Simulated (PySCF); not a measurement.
CH7ClOSi3, SMILES [Si@H]1(Cl)[SiH2][C@@H](O)[SiH2]1. Geometry: PBE-D3(BJ)/def2-SVP. The structure was generated by enumeration; whether it is a known compound was not checked. The values are those of a single conformer.

Give the equilibrium geometry at PBE-D3(BJ)/def2-SVP (PySCF confirms it by a frequency run) as bond lengths and angles. (The exact figures need the calculation; the answer reports its results.)

This is not unique; one that fits is 
Atoms: O1 C2 Si3 Si4 Cl5 Si6 H7 H8 H9 H10 H11 H12 H13. Bond lengths (Å): O1–C2 1.443, O1–H7 0.977, C2–Si3 1.931, C2–Si6 1.939, C2–H8 1.115, Si3–Si4 2.366, Si3–H9 1.510, Si3–H10 1.503, Si4–Cl5 2.093, Si4–Si6 2.369, Si4–H11 1.504, Si6–H12 1.510, Si6–H13 1.509. Angles (°): C2–O1–H7 108.3, O1–C2–Si3 102.3, O1–C2–Si6 106.7, O1–C2–H8 113.3, Si3–C2–Si6 97.2, Si3–C2–H8 116.9, Si6–C2–H8 118.1, C2–Si3–Si4 87.7, C2–Si3–H9 110.1, C2–Si3–H10 114.7, Si4–Si3–H9 107.8, Si4–Si3–H10 124.3, H9–Si3–H10 110.2, Si3–Si4–Cl5 116.6, Si3–Si4–Si6 75.7, Si3–Si4–H11 119.8, Cl5–Si4–Si6 115.1, Cl5–Si4–H11 107.5, Si6–Si4–H11 119.6, C2–Si6–Si4 87.4, C2–Si6–H12 110.7, C2–Si6–H13 114.2, Si4–Si6–H12 121.4, Si4–Si6–H13 112.0, H12–Si6–H13 109.6.
